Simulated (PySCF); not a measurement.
SMILES CC[O][Ge]([NH2])([OH])[O]CC (C4H13GeNO3) at its GFN2-xTB optimised geometry (Å):

```
22

C      2.7229     0.9914    -1.5166
C      2.7063     0.4111    -0.1112
O      1.8446    -0.7063     0.0000
Ge     0.0908    -0.7063     0.0000
N     -0.6465    -1.6231     1.3746
O     -0.4720    -1.5489    -1.4132
O     -0.3803     0.9910     0.0000
C     -1.6379     1.5016     0.4007
C     -2.7643     1.0938    -0.5350
H      1.7315     1.3708    -1.7577
H      2.9944     0.2219    -2.2354
H      3.4412     1.8052    -1.5745
H      2.4149     1.1886     0.6015
H      3.6986     0.0347     0.1602
H     -0.8253    -2.5907     1.1439
H     -0.1242    -1.5926     2.2400
H     -0.1500    -1.2222    -2.2518
H     -1.8710     1.1720     1.4181
H     -1.5159     2.5907     0.4018
H     -2.8631     0.0104    -0.5280
H     -2.5462     1.4184    -1.5494
H     -3.6986     1.5427    -0.2084
```

Computed with B3LYP/def2-SVP in PySCF. Cells within 0.4 Å of a nucleus heavier than hydrogen are left out (blank, or x).

Map of the electron localisation function on the plane z = 0.0 Å:

```
|0000000000000000000000000000000|
|0000000000000000000000000000000|
|0000000000000000000000000000000|
|0000000000000000000000000000000|
|0000000000000000000000000000000|
|0000000000243100000000000000000|
|0000000001899810000000000000000|
|0000000003999910000000000000000|
|0000352003999700000000000000000|
|0005999302899300000000000000000|
|0019999834686126510022100000000|
|0029999968714688730067510000000|
|00189998599477x8830189731000000|
|00037775577467x7610166247762000|
|000001378620278731014xx79998100|
|0000017998101421125686299999300|
|000002899800113x618xx7379999200|
|000001798100115xx17xx7205996000|
|0000001300001115315888400240000|
|0000000000000111112687400000000|
|0000000000000001100244200000000|
|0000000000000000000000000000000|
|0000000000000000000000000000000|
|0000000000000000000000000000000|
|0000000000000000000000000000000|
|0000000000000000000000000000000|
|0000000000000000000000000000000|
|0000000000000000000000000000000|
|0000000000000000000000000000000|
|0000000000000000000000000000000|
|0000000000000000000000000000000|
```
Scale: ten equal steps from 0.000 (start of '0') to 0.999 (end of '9'), in the order '0123456789'; x runs from -6.00 to 6.00, y from -6.00 (bottom) to 6.00 (top).
